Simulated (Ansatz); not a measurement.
BrHMg (SMILES [MgH][Br]) moved off its minimum; all values from Ansatz (a quantum-chemistry and plane-wave program), cores frozen in correlated methods.
(charge 0, multiplicity 1)
```xyz
3

Mg    -0.0860    -0.0224    -1.6207
H     -0.0449     0.0522    -3.3354
Br     0.0472     0.0026     0.6559
```

```tsv
level	largest force (eV/Å)	on atom	rms difference from CCSD(T)/def2-TZVPPD (eV/Å)	dipole (D)
HF/def2-TZVPP	1.11	Mg1	0.028	1.31
PBE/def2-TZVPP	1.00	Mg1	0.056	1.19
r2SCAN/def2-TZVPP	0.94	Mg1	0.098	1.21
B3LYP/def2-TZVPP	1.08	Mg1	0.059	1.24
wB97M-V/def2-TZVPP	1.05	Mg1	0.097	1.27
MP2/def2-TZVPPD	1.18	Mg1	0.027	1.25
CCSD(T)/def2-TZVPPD	1.13	Mg1	0.000	1.27
```

The differences count from one level among others, with limits of its own. Forces at CCSD(T)/def2-TZVPPD (eV/Å):

| atom | Fx | Fy | Fz |
|---|---|---|---|
| Mg1 | 0.028 | 0.050 | -1.130 |
| H2 | -0.048 | -0.038 | 0.224 |
| Br3 | 0.021 | -0.011 | 0.906 |
